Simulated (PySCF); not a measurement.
Compound: C₅H₃F₃NO (doublet state).
Z-matrix (Å and degrees, GFN2-xTB geometry), rows numbered from 1:
```
N 
C   1  1.3448
O   2  1.2046  1  124.60
C   2  1.5207  1  114.09  3  -179.99
C   4  1.2886  2  124.22  1    18.97
C   5  1.3527  4  169.19  2    -8.98
F   6  1.3573  5  118.17  4   -82.10
C   6  1.3776  5  125.84  4   101.64
F   8  1.3292  6  122.71  5    -4.27
F   8  1.3240  6  125.01  5   178.49
H   1  1.0048  2  121.70  3  -178.36
H   1  1.0068  2  118.94  3    -0.36
H   4  1.0829  2  112.59  1  -164.14
```

The hyperfine couplings belong to this conformer and change with its torsions.

As a line formula: `NC(=O)/C=[C]\C(F)=C(F)F` [radical].

Theory: UKS B3LYP, pcH-1 on C F H N O, non-relativistic, mean-field spin-orbit, GIAO in PySCF. Isolated species at its GFN2-xTB geometry (one conformer only). The geometry wasn't refined by DFT: couplings that depend on bond lengths, twists or pyramidal angles can differ widely from those at the functional's own minimum. The frame is twisted about the C2–C4 bond at this geometry (dihedral O3–C2–C4–H13 = 16°); couplings at other torsion angles weren't computed. Stability of the SCF solution: not tested. ⟨S²⟩ is 0.776 where a pure state has 0.75.

(1) What is the g tensor, term by term?

(2) At 33.91 GHz, how far is the centre of the isotropic spectrum from where a free electron (g = 2.002319) resonates?

(3) What effective moment and Curie constant follow for a powder?

(4) In a frozen sample, at which fields do the three g values resonate at 9.5, 34, 94 and 263 GHz (hyperfine left aside), and which band first spreads them over more than twice a line width of 0.3 mT?

Answers

(1) 
```tsv
Δg (ppm)	1	2	3
relativistic mass correction	-211	-211	-211
gauge correction	0	45	35
orbital Zeeman/spin–orbit	-240	1397	2188
total	-452	1232	2012
```

So g = 2.00187, 2.00355, 2.00433 and g_iso = 2.00325; the tensor is rhombic: the two nearest values differ by 32 % of g3 − g1. Axes: g2 points within 1° of the C8–F10 bond.

(2) B = hν/(g μB) with μB/h = 13.99624 MHz/mT gives 1209.99 mT for the free electron and 1209.43 mT at g_iso, 0.56 mT lower.

(3) With the mean of g² = 4.0130 and S(S+1) = 0.75: μ_eff = √(⟨g²⟩S(S+1)) = 1.735 μB and χT = 0.12505·⟨g²⟩·S(S+1) = 0.376 cm³ K/mol (cgs; spin-Hamiltonian part alone).

(4) 
```json
{"band": "X", "GHz": "9.5", "B(g3) mT": "338.64", "B(g2) mT": "338.78", "B(g1) mT": "339.06", "spread mT": "0.42"}
{"band": "Q", "GHz": "34.0", "B(g3) mT": "1211.99", "B(g2) mT": "1212.46", "B(g1) mT": "1213.48", "spread mT": "1.49"}
{"band": "W", "GHz": "94.0", "B(g3) mT": "3350.79", "B(g2) mT": "3352.09", "B(g1) mT": "3354.91", "spread mT": "4.12"}
{"band": "J", "GHz": "263.0", "B(g3) mT": "9375.08", "B(g2) mT": "9378.73", "B(g1) mT": "9386.61", "spread mT": "11.54"}
```

The spread grows in proportion to the frequency. Q band is the first where it exceeds 0.6 mT.

Largest spin populations (Mulliken): C5 (+0.61), C8 (+0.54), C6 (-0.20) and C4 (-0.12).

The HOMO–LUMO gaps are 3.75 eV among the α and 4.70 eV among the β orbitals.
